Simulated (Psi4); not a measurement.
Two rigid molecules brought together: H3N ··· H3ClSi (SMILES N and [SiH3]Cl). Monomers: optimised at B3LYP-D3(BJ) (def2-TZVP), held rigid. Orientation: lowest of the rigid-body minima from ten starts at GFN2-xTB. The monomers approach along the line of their centres of mass (distance R); nothing else relaxes. The table gives interaction energies.

```json
[
 {"R / Å": "2.36", "A": "36.23", "B": "83.08", "C": "44.67"},
 {"R / Å": "2.60", "A": "6.19", "B": "38.19", "C": "13.89"},
 {"R / Å": "2.83", "A": "-6.96", "B": "15.28", "C": "-0.07"},
 {"R / Å": "2.99", "A": "-11.05", "B": "6.28", "C": "-4.78"},
 {"R / Å": "3.17", "A": "-12.79", "B": "0.37", "C": "-7.23"},
 {"R / Å": "3.41", "A": "-12.52", "B": "-3.36", "C": "-7.91"},
 {"R / Å": "3.72", "A": "-10.42", "B": "-4.62", "C": "-6.95"},
 {"R / Å": "3.98", "A": "-8.39", "B": "-4.40", "C": "-5.72"},
 {"R / Å": "4.51", "A": "-5.05", "B": "-3.16", "C": "-3.55"},
 {"R / Å": "5.18", "A": "-2.59", "B": "-1.89", "C": "-1.87"},
 {"R / Å": "6.15", "A": "-1.05", "B": "-0.97", "C": "-0.79"},
 {"R / Å": "7.53", "A": "-0.41", "B": "-0.46", "C": "-0.33"}
]
```

Energies in kJ/mol.

Question: Which curve belongs to which method? The methods are HF/aug-cc-pVDZ, counterpoise-corrected (Psi4 1.11); PBE-D3(BJ)/def2-TZVP, counterpoise-corrected run with Psi4 1.11; PBE/def2-TZVP, counterpoise-corrected in Psi4.

Answer: A is PBE-D3(BJ)/def2-TZVP; B is HF/aug-cc-pVDZ; C is PBE/def2-TZVP.
